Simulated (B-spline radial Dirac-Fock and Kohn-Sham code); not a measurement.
# What relativity does to the binding energies of La³⁰⁺

System: the La³⁰⁺ ion in the configuration [Ar] 3d9.

Both columns are ΔSCF binding energies of the configuration average from a radial B-spline solver: non-relativistic Hartree-Fock with a point nucleus, and Dirac-Fock with a finite nucleus and the Coulomb interaction alone, averaged over the two j levels with weights 2j+1.

| shell | Hartree-Fock (eV) | Dirac-Fock (eV) | shift (eV) | shift (%) |
| --- | --- | --- | --- | --- |
| 1s | 38419.0 | 40243.2 | +1824.19 | +4.75 |
| 2s | 6953.9 | 7422.2 | +468.27 | +6.73 |
| 2p | 6621.7 | 6772.2 | +150.54 | +2.27 |
| 3s | 2293.3 | 2409.5 | +116.12 | +5.06 |
| 3p | 2150.8 | 2195.4 | +44.52 | +2.07 |
| 3d | 1899.6 | 1896.9 | -2.72 | -0.14 |

Relativity binds 1s, 2s, 2p, 3s, 3p more strongly, among those listed most of all 2s in relative terms, and 3d more weakly, because the contracted s and p shells screen the nucleus better.

Values without a named source are computed, but for edge energies of neutral atoms, which are taken from tables.
